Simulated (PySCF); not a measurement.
C₂F₃O, SMILES FC(F)([C]=O)F, multiplicity 2. Atoms are numbered in the order given.

```xyz
6

O     -0.0028     2.0741     0.0000
C      0.6242     1.0791     0.0000
C      0.0198    -0.3529     0.0000
F     -1.3131    -0.3373     0.0000
F      0.4431    -0.9953     1.0864
F      0.4431    -0.9953    -1.0864
```
Charge 0, spin multiplicity 2.

Geometry: r2SCAN-D4/def2-SVP. The isomer is the one that the SMILES or the coordinates give; other isomers of the formula were not compared.

Computed with B3LYP/pcH-1 (PySCF).

Unrestricted Kohn–Sham, ⟨S²⟩ = 0.753. Hyperfine tensors hold the contact and dipolar terms, without spin-orbit corrections.

Computed hyperfine couplings:
```csv
nucleus,A(iso) (MHz),A(iso) (G),dipolar principal values (MHz)
17O no. 1,-34.1,-12.2,"-114.5, 53.3, 61.2"
13C no. 2,430.6,153.7,"-47.6, -43.4, 90.9"
13C no. 3,245.9,87.7,"-19.7, -18.7, 38.4"
19F no. 4,100.5,35.9,"-71.9, -68.5, 140.5"
19F no. 5,-3.9,-1.4,"-13.9, -10.9, 24.8"
19F no. 6,-3.9,-1.4,"-13.9, -10.9, 24.8"
```

Q: And the g tensor (effective nuclear charges for spin-orbit coupling, GIAO)? (Estimate from the structure and the level; the computed values follow.)

A: principal values 1.9957, 2.0024, 2.0055; isotropic 2.0012.
